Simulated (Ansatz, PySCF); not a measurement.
System: sum formula SiHBr (charge 0, singlet). 
Structure (B3LYP-D3(BJ)/def2-TZVP (Ansatz, an electronic-structure program) minimum search):
```xyz
3

Si    -0.8792    -0.7820     1.0617
H     -1.8991    -1.2190     0.0169
Br     0.4059     0.3476    -0.4252
```

Dipole moments at this geometry, in debye (magnitudes).

```json
[
 {"level": "SVWN5/def2-TZVPD", "program": "Ansatz", "dipole (D)": "0.99"},
 {"level": "TPSS/def2-TZVPD", "program": "PySCF", "dipole (D)": "?"},
 {"level": "B97M-V/def2-TZVPD", "program": "Ansatz", "dipole (D)": "1.01"},
 {"level": "CAM-B3LYP/def2-TZVPD", "program": "PySCF", "dipole (D)": "1.29"},
 {"level": "CCSD(T)/def2-SVPD", "program": "Ansatz", "dipole (D)": "?"}
]
```

Task: What belongs in the gaps?

Result: 
- TPSS/def2-TZVPD, dipole (D): 0.98
- CCSD(T)/def2-SVPD, dipole (D): 1.20
